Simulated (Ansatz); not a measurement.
Reaction (ligand exchange at a B–N bond): `C=NB(F)Br` + H–F → `FB(F)Br` + `C=N`

Isolated molecules relaxed with PBE0-D4/def2-TZVP in Ansatz; ΔE leaves out vibrations. CBS: MP2 limit from def2 TZ/QZ plus the TZ coupled-cluster correction, frozen cores. This one scheme is used for every species. DFT in def2-TZVPP. For Br outer-core shells are correlated without core-valence functions, which leaves a few kJ/mol of doubt a bond. Scalar relativity is left out up to krypton. Each species was taken in one conformer, which may not be the lowest.

Task: Is it downhill or uphill in electronic energy at CCSD(T)/CBS, and by how much? (Estimate.)

Result: Ansatz gave: Downhill: ΔE = -0.64 eV.

Task: What do these levels give: BLYP-D4, BHLYP-D4, ωB97M-V, B2PLYP, CCSD/def2-SVP, HF/def2-QZVPP? (Estimate.)

Result: The calculation gave: BLYP-D4 -0.58, BHLYP-D4 -0.67, ωB97M-V -0.69, B2PLYP -0.68, CCSD/def2-SVP -0.82, HF/def2-QZVPP -0.86 eV.

Largest T1 diagnostic among the species: 0.012.

From BLYP to BHLYP (50 % exact exchange), in def2-TZVPP and without D4, ΔE moves by −0.06 eV. At CCSD(T), def2-SVP lies −0.16 eV from the extrapolated value and def2-TZVPP −0.07 eV. Leaving LDA and LC-ωPBE aside and taking each functional with its dispersion term where it has one, the values, not all of them listed here, spread over 0.20 eV, from B97M-V to revPBE-D4. LDA lies +0.09 eV from PBE without D4.
